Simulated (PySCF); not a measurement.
B(H)(Me)(NMe2) (C₃H₁₀BN), SMILES CN(C)BC.

Geometry: PBE0-D3(BJ)/def2-SVP. A frequency run showed that this geometry is not a minimum. The values are those of a single conformer.

Computed with PBE/def2-TZVP (PySCF).

Symmetry labels are those of the subgroup Cs that the program uses (full group Cs).

Computed valence orbital energies around the gap with their symmetry:
| orbital | symmetry | energy (eV) |
|---|---|---|
| HOMO−7 | A' | -10.05 |
| HOMO−6 | A" | -9.53 |
| HOMO−5 | A" | -9.29 |
| HOMO−4 | A' | -9.25 |
| HOMO−3 | A' | -8.92 |
| HOMO−2 | A' | -8.29 |
| HOMO−1 | A' | -7.07 |
| HOMO | A" | -5.90 |
| LUMO | A" | -0.43 |
| LUMO+1 | A' | 0.26 |
| LUMO+2 | A' | 0.97 |
| LUMO+3 | A' | 1.62 |
